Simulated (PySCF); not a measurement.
A structure optimised at B3LYP-D3(BJ)/def2-TZVP, used in a PySCF frequency run:

```xyz
5

O     -1.1836    -0.0267     0.0000
Si     0.4742    -0.0013     0.0000
H      1.0542    -0.6186     1.2149
H      0.7218     1.4692     0.0000
H      1.0542    -0.6186    -1.2149
```
Charge 0, spin multiplicity 2.

Q: Write its SMILES, formula and point group.

A: [O][SiH3], H₃OSi, Cs

Q: What are its rotational constants (standard atomic weights)?

A: 85.206, 14.740, 14.731 GHz
